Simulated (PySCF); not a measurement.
Numbering as in the mapped SMILES `[CH3:1][C:2]([CH3:3])=[CH:4][CH:5]([CH3:6])[CH3:7]`; H(Xn) means a hydrogen on atom n.

GIAO PBE0/pcSseg-1 shifts (PySCF, gas phase, non-relativistic, equivalent atoms averaged), each against references optimised in the same way as the molecule (TMS).

On the GFN2-xTB geometry: C4 140.8, C2 135.8, C5 32.2, C1 29.2, C6/C7 25.4, C3 20.0, H(C4) 5.25, H(C5) 2.48, H(C1) 1.75, H(C3) 1.74, H(C6)/H(C7) 0.99 ppm.

What changes on the PBE0-D3(BJ)/def2-SVP geometry?

Results:


| atoms | δ (ppm) | change |
| --- | --- | --- |
| C4 | 141.5 | +0.7 |
| C2 | 136.1 | +0.3 |
| C5 | 30.3 | -1.9 |
| C1 | 28.4 | -0.8 |
| C6/C7 | 24.8 | -0.6 |
| C3 | 19.1 | -0.9 |
| H(C4) | 5.13 | -0.12 |
| H(C5) | 2.39 | -0.09 |
| H(C1) | 1.70 | -0.05 |
| H(C3) | 1.68 | -0.06 |
| H(C6)/H(C7) | 0.93 | -0.06 |

Bonds between heavy atoms that differ most (equivalent bonds averaged): C2–C4 1.327 → 1.343 Å. Mean change of bonds to hydrogen: C–H +0.013 Å.
